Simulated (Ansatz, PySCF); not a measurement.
CH₇Cl₂NSi₂, SMILES [Si@@H]([SiH2]Cl)(NC)Cl. Atoms are numbered in the order given.

```xyz
13

C     -2.0130    -0.0537    -1.4801
N     -1.8052    -0.5843    -0.1520
Si    -0.5410    -0.1597     0.9181
Cl    -0.7447     1.7034     1.8734
Si     1.4660     0.1306    -0.2451
Cl     1.6970    -1.4199    -1.6146
H     -2.4603    -0.8131    -2.1410
H     -1.0470     0.2219    -1.9313
H     -2.6579     0.8435    -1.5020
H     -2.6220    -1.0334     0.2489
H     -0.5122    -1.1774     2.0027
H      2.6284     0.1221     0.6892
H      1.4590     1.4180    -0.9988
```
Charge 0, spin multiplicity 1.

Geometry optimised at PBE0-D3(BJ)/def2-SVP. The structure was generated by enumeration; whether it is a known compound was not checked. The values are those of a single conformer.

Two levels are set side by side: PBE-D3(BJ)/def2-SVP (Ansatz, a first-principles code) and PBE0-D3(BJ)/def2-SVP (Ansatz). Each level has its own optimised geometry; the coordinates shown are those of the second. Frequencies come from the Hessian of PySCF at each geometry. Differences are taken from unrounded values.

```
quantity                            PBE0-D3(BJ)  PBE-D3(BJ)  PBE-D3(BJ) minus PBE0-D3(BJ)
----------------------------------  -----------  ----------  ----------------------------
mean bond length (Å)                      1.539       1.551                         0.011
bond C1–N2 (Å)                            1.445       1.455                         0.010
bond N2–Si3 (Å)                           1.710       1.724                         0.015
bond Si3–Cl4 (Å)                          2.104       2.123                         0.019
bond Si3–Si5 (Å)                          2.338       2.347                         0.009
bond Si5–Cl6 (Å)                          2.082       2.096                         0.014
bond C1–H7 (Å)                            1.102       1.110                         0.009
bond C1–H8 (Å)                            1.101       1.110                         0.008
bond C1–H9 (Å)                            1.105       1.114                         0.009
bond N2–H10 (Å)                           1.015       1.024                         0.009
bond Si3–H11 (Å)                          1.488       1.499                         0.011
bond Si5–H12 (Å)                          1.491       1.503                         0.012
bond Si5–H13 (Å)                          1.492       1.503                         0.011
highest harmonic wavenumber (cm⁻¹)         3630        3505                          -126
mean harmonic wavenumber (cm⁻¹)            1130        1092                           -39
zero-point energy (kcal/mol)              53.32       51.49                         -1.83
```

Exact exchange shortens and stiffens bonds; PBE has none. Differences between two approximate levels are no errors against the true value.
